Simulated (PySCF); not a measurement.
Compound: C5H10N2.
InChI=1S/C5H10N2/c1-4-3-6-7-5(4)2/h4,6H,3H2,1-2H3/t4-/m1/s1

Computed, not measured: TDDFT CAM-B3LYP/def2-SVPD, vertical, gas phase, core orbitals frozen in the response (PySCF 2.14.0, density-fitted response routines). Geometry: PBE0-D3(BJ)/def2-SVP, one conformer, isolated molecule.

Each state is given a Gaussian of 0.3 eV full width at half maximum, with ε(max) = 2.175×10⁸ f / Δν̃ (Δν̃ the width in cm⁻¹). The width is an assumption, not a result. The curve ends short of the highest state used, and states not computed would add to its high-energy end.

(E (eV), ε (L mol⁻¹ cm⁻¹)): (5.24, 29), (5.30, 133), (5.36, 496), (5.43, 1736), (5.49, 4000), (5.55, 7391), (5.62, 11476), (5.68, 13276), (5.75, 12204), (5.81, 9405), (5.87, 6406), (5.94, 3795), (6.00, 2358), (6.06, 1424), (6.13, 830), (6.19, 676), (6.26, 716), (6.32, 737), (6.38, 643), (6.45, 425), (6.51, 247), (6.57, 166), (6.64, 304), (6.70, 773), (6.77, 1924), (6.83, 3338), (6.89, 4652), (6.96, 5191), (7.02, 4496), (7.08, 3128), (7.15, 1561), (7.21, 716), (7.28, 376), (7.34, 539), (7.40, 1045), (7.47, 1899)

Problem. Locate the maxima and give the states behind the curve.

Solution. 218 nm (5.69 eV), ε about 13000, made up of S1 (97%); 197 nm (6.30 eV), ε about 740, made up of S3 (63%) and S4 (33%); 178 nm (6.95 eV), ε about 5200, made up of S5 (67%) and S6 (33%) (ε in L mol⁻¹ cm⁻¹; maxima over ε = 5, shares over 10%). At its high-energy end, 7.47 eV, the curve is still rising (ε about 1900, from S7). The states used: S1 5.69 eV (f 0.144); S2 5.92 eV (f 0.023); S3 6.31 eV (f 0.0052); S4 6.34 eV (f 0.0028); S5 6.94 eV (f 0.039); S6 6.97 eV (f 0.019); S7 7.57 eV (f 0.028); S8 7.76 eV (f 0.011); S9 7.90 eV (f 0.017); S10 8.07 eV (f 0.038).

Problem. Coming from long wavelengths, where does ε first pass 100 L mol⁻¹ cm⁻¹?

Solution. At about 234 nm (5.29 eV), 0.40 eV below S1.

Problem. Does any computed singlet lie in the visible range?

Solution. No computed singlet lies in the visible range (380 to 750 nm); the lowest, at 218 nm, stands 2.42 eV above its violet end (3.26 eV).

Problem. What would ε be at 5.69 eV, the highest of these maxima, with half the width (0.15 eV)?

Solution. About 25900 L mol⁻¹ cm⁻¹ against 13300, a factor of about 1.9; a lone state at its own centre would give exactly 2.

On an Arm Neoverse V2 with one thread, shared host with 96 logical CPUs at a one-minute load of 26, this took 74 s of wall time and 1.0 GiB of memory at its peak.
